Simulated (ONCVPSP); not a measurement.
**Configuration tests for B (ONCV)**

```json
{
  "Element": "boron (B)",
  "Generator": "ONCVPSP 4.0.1",
  "Type": "optimised norm-conserving Vanderbilt (ONCV)",
  "Functional": "PBE",
  "Relativity": "scalar-relativistic",
  "Frozen core": "[He]",
  "Valence charge": "3",
  "Reference configuration": "2s2 2p0.5 (charge +0.5)",
  "Partial waves": "2s: rc 1.35 bohr, ncon 4, nbas 7, qcut 5.1 1/bohr, 2 projectors, debl 3.3 Ha; 2p: rc 2.20 bohr, ncon 4, nbas 9, qcut 6 1/bohr, 1 projector; d scattering state at 0.08 Ha: rc 2.40 bohr, ncon 4, nbas 7, qcut 4.7 1/bohr, 3 projectors, debl 2.6 Ha",
  "Local potential": "polynomial inside 0.95 bohr (lpopt 5, dvloc0 0 Ha)",
  "Core correction": "Teter function, fcfact 3.75, rcfact 1.7"
}
```

Energies are relative to the spin-unpolarised reference configuration 2s2 2p0.5; without spin polarisation the order of configurations can differ from experiment.

| valence configuration | charge | ΔE all-electron (eV) | error AE − PS (meV) |
| --- | --- | --- | --- |
| 2s2 2p0 | +1 | 5.332 | +9.3 |
| 2s1 2p0 | +2 | 30.754 | +57 |

(1) What are ΔE and the potential's error for 2s0 2p3?

(2) What are ΔE and the potential's error for 2s2 2p1?

Levels in the configuration 2s2 2p1:

| level | all-electron (eV) | pseudo (eV) |
| --- | --- | --- |
| 2s | -9.443 | -9.444 |
| 2p | -3.607 | -3.614 |

Answers

(1) ΔE = 8.834 eV all-electron; the error (AE − PS) is +13 meV.

(2) ΔE = -2.887 eV all-electron; the error (AE − PS) is +2.9 meV.
